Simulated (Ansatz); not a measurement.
Wavefunction ladder for CH$_{8}$GaNSi, SMILES `CN[SiH2][GaH2]`

```xyz
12

C    -1.3611   -1.5728    0.4228
N    -0.1834   -0.7317    0.3888
Si   -0.1030    0.7404   -0.5039
Ga    2.0429    1.7689   -0.1285
H    -1.3674   -2.1985    1.3198
H    -1.4593   -2.2299   -0.4521
H    -2.2555   -0.9451    0.4623
H     0.6766   -1.2368    0.5298
H    -0.3222    0.5815   -1.9830
H    -1.2287    1.6105   -0.0506
H     2.3273    3.2713   -0.5003
H     3.2337    0.9423    0.4951
```

Total charge 0; spin multiplicity 1. Correlated methods include outer-core shells of Ga, which these sets cover unevenly. Scalar relativity is left out up to krypton. All single points use the PBE0-D4/def2-TZVP geometry. It is one conformer, not always the lowest. Frozen core, restricted reference, Ansatz 0.2.0.

| basis | HF (Eh) | MP2 corr. |
| --- | --- | --- |
| def2-SVP | -2308.73837 | -0.62947 |
| def2-TZVPP | -2309.20127 | -0.74756 |
| def2-QZVPP | -2309.25587 | -1.03063 |

Question: Estimate the CCSD correlation energy and the (T) correction in each basis where they were run (hartree).

Answer: 
```json
{"basis": "def2-SVP", "CCSD corr.": "-0.67588", "(T)": "-0.01951"}
{"basis": "def2-TZVPP", "CCSD corr.": "-0.79224", "(T)": "-0.02985"}
```
